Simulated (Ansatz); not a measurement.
`C[SiH2]C[SiH3]` + H₂Se → `[SiH3]C[SiH2][SeH]` + CH₄  (ligand exchange at the Si–C bond)

Computed with Ansatz on PBE0-D4/def2-TZVP structures; ΔE is electronic, products minus reactants. CBS: MP2 limit from def2 TZ/QZ plus the TZ coupled-cluster correction, frozen cores. This one scheme is used for every species. Functionals use def2-TZVPP. For Se outer-core shells are correlated without core-valence functions, which leaves a few kJ/mol of doubt a bond. Scalar relativity is left out up to krypton. Each species was taken in one conformer, which may not be the lowest.

```csv
level,ΔE (kcal/mol),difference from CCSD(T)/CBS
PBE-D4,-17.4,0.1
ωB97M-V,-16.5,1.0
HF/def2-TZVPP,-16.3,1.2
CCSD/def2-TZVPP,-16.1,1.4
HF/def2-QZVPP,-16.1,1.4
MP2/def2-QZVPP,-18.5,-1.0
SCS-MP2/def2-QZVPP,-17.6,-0.1
HF/CBS(def2),-16.1,1.4
MP2/CBS(def2),-19.0,-1.5
CCSD/CBS(def2),-17.2,0.3
CCSD(T)/CBS,-17.5,0
```

Largest T1 diagnostic among the species: 0.010.

The D4 term adds −1.0 kcal/mol with B3LYP and −0.5 kcal/mol with PBE0; it sums over pairs of atoms, weighted by their polarisabilities, and B3LYP, whose exchange is more repulsive, gets the larger term.

CCSD(T)/CBS has its own doubt, a few kJ/mol and more with outer-core shells, so smaller differences from it don't rank the levels.

B3LYP here is the variant with VWN-RPA as its local correlation; programs differ in this.
